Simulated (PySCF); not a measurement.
**NMR data sheet: C4H6Cl2O**

- Formula: C4H6Cl2O
- SMILES: ClC(Cl)C1COC1
- InChI: InChI=1S/C4H6Cl2O/c5-4(6)3-1-7-2-3/h3-4H,1-2H2
- Point group of the computed structure: Cs
- Degrees of unsaturation: 1
- Carbon signals: 3
- Proton signals: 4

Bonds (- single, = double, # triple, : aromatic): Cl1-C2 1.779 Å, C2-Cl3 1.780 Å, C2-C4 1.510 Å, C4-C5 1.536 Å, C5-O6 1.427 Å, O6-C7 1.427 Å, C7-C4 1.536 Å. C2 carries H8; C4 carries H9; C5 carries H10, H11; C7 carries H12, H13. H11, H12 are cis to C2 on the ring; H10, H13 are trans to C2 on the ring.

PySCF calculation with GFN2-xTB structure and NMR shieldings at PBE0/pcSseg-1/GIAO; fast rotation and ring inversion assumed for equivalent nuclei, gas phase, one conformer, relativity neglected.

References, each an isolated molecule treated in the same way: ¹H (31.72 ppm) and ¹³C (186.93 ppm) against TMS; ¹⁷O (336.08 ppm) against H2O.

```tsv
carbon	δC, type	δH (multiplicity)	HMBC from (2–3 bonds)	span of the C tensor (ppm)
C2	89.9, CH	6.07 (d)	H10/H13, H11/H12, H9	58
C4	50.3, CH	3.35 (m)	H8, H10/H13, H11/H12	29
C5/C7	76.1, CH2	H10 4.96 (m); H11 4.48 (m)	H8, H10/H13, H11/H12, H9	72
```

Other nuclei:
| atoms | nucleus | environment | δ (ppm) | σ (ppm) |
| --- | --- | --- | --- | --- |
| O6 | ¹⁷O | ether oxygen | -2.5 | 338.6 |

Carbon types of the structure: 2 × CH, 2 × CH2, which accounts for all hydrogens. δC 89.9: sp3 CH bonded to 2 Cl; 2 electronegative neighbours deshield it. δC 76.1: sp3 CH2 bonded to O; the inductive effect lowers its shielding. δC 50.3: sp3 CH in a ring; saturated and bonded to C and H only. δH 6.07: hydrogen on an sp3 CH bonded to 2 Cl; its carbon carries Cl, an electronegative neighbour. δH 4.96, 4.48: hydrogen on an sp3 CH2 bonded to O; its carbon carries O, an electronegative neighbour.

Carbons that carry Cl, above all several Cl atoms, come out too deshielded, partly because spin–orbit coupling is missing. Shifts are as computed. Against solution values, carbons near 30 ppm lie about +3 ppm off and those near 130 ppm about +5 ppm; carbons on Cl a further +6 ppm. Of 1211 compounds with measured shifts, 218 miss one by over three times the rms of a fit or turn the order of signals round; such compounds aren't used in these exercises. Experimental scales use liquid or dissolved standards, which lie at an offset from isolated H2O (liquid H2O: subtract about 36 ppm). No couplings were computed; multiplicities are counted from neighbouring protons, with m where these are inequivalent, close in shift, in a saturated or five-membered ring or joined by F or P, and br s for small geminal =CH2 splittings.
